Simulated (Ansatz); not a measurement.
# Swapping H for F on Ge: the atomisation energy

On one Ge centre that keeps CH3, n of the H ligands are replaced by F. The atomisation energy (no zero-point term) y in kJ/mol at CCSD(T)/def2-TZVPP. Shapes, held fixed at every level: PBE0-D4/def2-TZVP. Programs: Ansatz 0.2.0.

| molecule | n | y (kJ/mol) |
| --- | --- | --- |
| GeH3(CH3) | 0 | 2473 |
| GeH2(CH3)F | 1 | ? |
| GeH(CH3)F2 | 2 | 2820 |
| Ge(CH3)F3 | 3 | 2999 |

**Question.** Fit y = c + s·n to the known rows and predict GeH2(CH3)F.

**Answer.** 
1. Means of the 3 rows: n = 1.66667, y = 2764.0.
2. Σ(Δn)² = 4.6667, Σ(Δn·Δy) = 817, so the slope is 817/4.6667 = 175.07.
3. Intercept: 2764.0 − (175.07) × 1.66667 = 2472.2. The largest residual of the fit is 2.3.
4. GeH2(CH3)F: 2472.2 + (175.07) × 1 = 2647 kJ/mol.

The run gave 2638 kJ/mol, so the prediction is off by +9 kJ/mol, more than the scatter of the fit. The steps per swap are +165, +182, +179 kJ/mol. The slope is the difference between a Ge–F and a Ge–H bond. Other levels give for GeH2(CH3)F: PBE-D4/def2-TZVPP 2685; r2SCAN-D4/def2-TZVPP 2680; MP2/def2-TZVPP 2654 kJ/mol. Relativity is left out for Ge unless named. Correlated rows may include outer-core shells of Ge, which these sets cover unevenly.
